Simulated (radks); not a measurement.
Question: Species: Gd49+. Configuration: [Ne] 3s2 3p3 (the NIST ground configuration). Method: Dirac Kohn-Sham, PBE, spin-unpolarised, spherical densities, point nucleus; open shells are shared between the two j in proportion to 2j + 1; computed with a radial shooting solver on a logarithmic mesh with Libxc functionals. Some entries of the table are withheld. Estimate them.

| orbital | occ. | eigenvalue (eV) | <r> (bohr) | <r^2> (bohr^2) |
|---|---|---|---|---|
| 1s1/2 | 2 | (1) | 0.02190 | 0.0006542 |
| 2s1/2 | 2 | (2) | 0.09157 | 0.009937 |
| 2p1/2 | 2 | -11148.62 | 0.07641 | 0.007194 |
| 2p3/2 | 4 | -10434.71 | 0.08299 | 0.008352 |
| 3s1/2 | 2 | -4570.006 | 0.2226 | 0.05656 |
| 3p1/2 | 1 | -4432.320 | 0.2102 | 0.05118 |
| 3p3/2 | 2 | -4248.598 | 0.2200 | 0.05592 |
| 3d3/2 | 0 | -4057.441 | 0.1896 | (3) |
| 3d5/2 | 0 | -4013.275 | 0.1927 | (4) |
| 4s1/2 | 0 | -2418.997 | 0.4161 | (5) |

Answer: 
(1) 1s1/2 eigenvalue (eV): -53464.99
(2) 2s1/2 eigenvalue (eV): -11523.94
(3) 3d3/2 <r^2> (bohr^2): 0.04148
(4) 3d5/2 <r^2> (bohr^2): 0.04274
(5) 4s1/2 <r^2> (bohr^2): 0.1950
